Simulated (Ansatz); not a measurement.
This geometry of C3H8O2SSi (15 atoms, charge 0, multiplicity 1) is a first-order saddle point.

Theory: RKS BLYP/6-31G in Ansatz 0.2.0.

```xyz
15
Properties=species:S:1:pos:R:3
C -0.303 -2.307 -0.615
O -0.880 -1.039 -0.054
C 0.029 -0.051 0.370
S 1.139 -0.631 1.910
O 1.038 0.335 -0.664
C 0.761 1.826 -0.854
Si -0.736 1.760 0.413
H -0.668 -2.396 -1.648
H 0.794 -2.279 -0.597
H -0.678 -3.140 -0.004
H 0.057 -1.006 2.710
H 0.520 2.022 -1.909
H 1.644 2.407 -0.551
H -0.618 2.544 1.696
H -2.121 1.903 -0.173
```

Problem. Which two structures does it join? (They come from a converged band through this point; their orientation in space is the band's.)

Solution. No bond is made or broken. The dihedral H9–C1–O2–C3 goes from -60 to 62°. The two ends are copies of one structure, up to a mirror image or an exchange of like atoms.

First end point:

```xyz
15
Properties=species:S:1:pos:R:3
C -0.366 -2.238 -0.783
O -0.945 -0.967 -0.241
C -0.041 -0.076 0.374
S 0.732 -0.797 2.055
O 1.154 0.251 -0.461
C 1.037 1.766 -0.625
Si -0.652 1.794 0.374
H -1.222 -2.761 -1.226
H 0.393 -2.003 -1.542
H 0.080 -2.826 0.034
H -0.500 -1.067 2.654
H 0.992 2.015 -1.695
H 1.903 2.255 -0.155
H -0.685 2.525 1.692
H -1.902 2.077 -0.425
```

Last end point:

```xyz
15
Properties=species:S:1:pos:R:3
C -0.301 -2.306 -0.594
O -0.887 -1.050 -0.025
C 0.028 -0.055 0.376
S 1.138 -0.606 1.928
O 1.031 0.308 -0.670
C 0.759 1.797 -0.884
Si -0.732 1.760 0.392
H 0.302 -2.063 -1.480
H 0.320 -2.808 0.164
H -1.171 -2.917 -0.861
H 0.055 -0.927 2.749
H 0.512 1.975 -1.941
H 1.647 2.378 -0.596
H -0.604 2.567 1.660
H -2.118 1.896 -0.190
```

Problem. How far does it lie above each of them?

Solution. 0.060 eV above the first and 0.060 eV above the second. This is the barrier of this one path; another mechanism may lie lower. Limits of this set-up: no polarisation functions.

Time of the run: 2.3 min on 1 thread of Arm Neoverse V2, with other jobs on the host, peak memory 0.16 GiB.
